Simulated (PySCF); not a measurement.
2-methoxyfuran, C5H6O2.
Atom-mapped SMILES: `[CH3:1][O:2][c:3]1[cH:4][cH:5][cH:6][o:7]1` (hydrogens: H8, H9, H10 on C1; H11 on C4; H12 on C5; H13 on C6)

Structure used (GFN2-xTB), in Å, numbered top down from 1:
```
atom  x, y, z in Å
C1    -2.286    0.282   -0.144
O2    -1.362   -0.779   -0.001
C3    -0.072   -0.419    0.107
C4     1.025   -1.215    0.256
C5     2.129   -0.325    0.320
C6     1.624    0.927    0.206
O7     0.272    0.880    0.076
H8    -2.252    0.952    0.720
H9    -2.085    0.861   -1.049
H10   -3.266   -0.185   -0.213
H11    1.036   -2.282    0.310
H12    3.159   -0.594    0.435
H13    2.074    1.898    0.202
```

Mayer bond orders were computed from the PBE0/pcSseg-1 density (PySCF). One conformer (not necessarily the lowest) at the GFN2-xTB geometry, without solvent, vibrations or thermal averaging.

**Question.** The orders 0.89, 1.01, 1.08, 1.24, 1.55, 1.63 belong to the bonds C1–O2, C3–C4, C4–C5, C5–C6, C6–O7, O7–C3, in another order. Match them.

**Answer.** C1–O2 0.89; C6–O7 1.01; O7–C3 1.08; C4–C5 1.24; C3–C4 1.55; C5–C6 1.63.

**Question.** Set the orders of all bonds between heavy atoms beside their lengths and the difference of the ESP-fitted charges at their ends.

**Answer.** 
```json
{"bond": "C5–C6", "Mayer order": "1.634", "length (Å)": "1.355", "q(first) − q(second) (e)": "+0.332"}
{"bond": "C3–C4", "Mayer order": "1.551", "length (Å)": "1.364", "q(first) − q(second) (e)": "+1.253"}
{"bond": "C4–C5", "Mayer order": "1.239", "length (Å)": "1.419", "q(first) − q(second) (e)": "-0.591"}
{"bond": "O7–C3", "Mayer order": "1.078", "length (Å)": "1.345", "q(first) − q(second) (e)": "-0.756"}
{"bond": "O2–C3", "Mayer order": "1.040", "length (Å)": "1.344", "q(first) − q(second) (e)": "-1.026"}
{"bond": "C6–O7", "Mayer order": "1.009", "length (Å)": "1.359", "q(first) − q(second) (e)": "-0.238"}
{"bond": "C1–O2", "Mayer order": "0.893", "length (Å)": "1.414", "q(first) − q(second) (e)": "+0.316"}
```

For a closed shell the Mayer order of atoms A and B is Σ (PS)μν (PS)νμ over the basis functions μ on A and ν on B, with P the density and S the overlap matrix.
